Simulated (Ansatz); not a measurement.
Species: C14H20 rod of 2 cages `C1C2CC3C4CC5CC(C14)C(C2)C3C5` (charge 0, multiplicity 1).

**Question.** Give a relaxed geometry from PBE-D3(BJ)/def2-SVP (Ansatz, a program for electronic structure).

**Answer.** the end point of this relaxation (outside a Z-matrix the atoms follow the SMILES, hydrogens last).
Bonded distances (Å): C1–C2 1.540, C1–C10 1.538, C1–H15 1.112, C1–H16 1.112, C2–C3 1.540, C2–C12 1.540, C2–H17 1.111, C3–C4 1.538, C3–H18 1.112, C3–H19 1.112, C4–C5 1.549, C4–C13 1.549, C4–H20 1.113, C5–C6 1.538, C5–C10 1.549, C5–H21 1.113, C6–C7 1.540, C6–H22 1.112, C6–H23 1.112, C7–C8 1.540, C7–C14 1.540, C7–H24 1.111, C8–C9 1.538, C8–H25 1.112, C8–H26 1.112, C9–C10 1.549, C9–C11 1.549, C9–H27 1.113, C10–H28 1.113, C11–C12 1.538, C11–C13 1.549, C11–H29 1.113, C12–H30 1.112, C12–H31 1.112, C13–C14 1.538, C13–H32 1.113, C14–H33 1.112, C14–H34 1.112. Angles (°): C2–C1–C10 109.8, C2–C1–H15 110.1, C2–C1–H16 110.1, C10–C1–H15 109.9, C10–C1–H16 109.9, H15–C1–H16 106.9, C1–C2–C3 109.2, C1–C2–C12 109.2, C1–C2–H17 109.7, C3–C2–C12 109.2, C3–C2–H17 109.7, C12–C2–H17 109.7, C2–C3–C4 109.8, C2–C3–H18 110.1, C2–C3–H19 110.1, C4–C3–H18 109.9, C4–C3–H19 109.9, H18–C3–H19 106.9, C3–C4–C5 110.6, C3–C4–C13 110.6, C3–C4–H20 109.6, C5–C4–C13 108.3, C5–C4–H20 108.8, C13–C4–H20 108.8, C4–C5–C6 110.6, C4–C5–C10 108.3, C4–C5–H21 108.8, C6–C5–C10 110.6, C6–C5–H21 109.6, C10–C5–H21 108.8, C5–C6–C7 109.8, C5–C6–H22 109.9, C5–C6–H23 109.9, C7–C6–H22 110.1, C7–C6–H23 110.1, H22–C6–H23 106.9, C6–C7–C8 109.2, C6–C7–C14 109.2, C6–C7–H24 109.7, C8–C7–C14 109.2, C8–C7–H24 109.7, C14–C7–H24 109.7, C7–C8–C9 109.8, C7–C8–H25 110.1, C7–C8–H26 110.1, C9–C8–H25 109.9, C9–C8–H26 109.9, H25–C8–H26 106.9, C8–C9–C10 110.6, C8–C9–C11 110.6, C8–C9–H27 109.6, C10–C9–C11 108.3, C10–C9–H27 108.8, C11–C9–H27 108.8, C1–C10–C5 110.6, C1–C10–C9 110.6, C1–C10–H28 109.6, C5–C10–C9 108.3, C5–C10–H28 108.8, C9–C10–H28 108.8 (the first ones only).
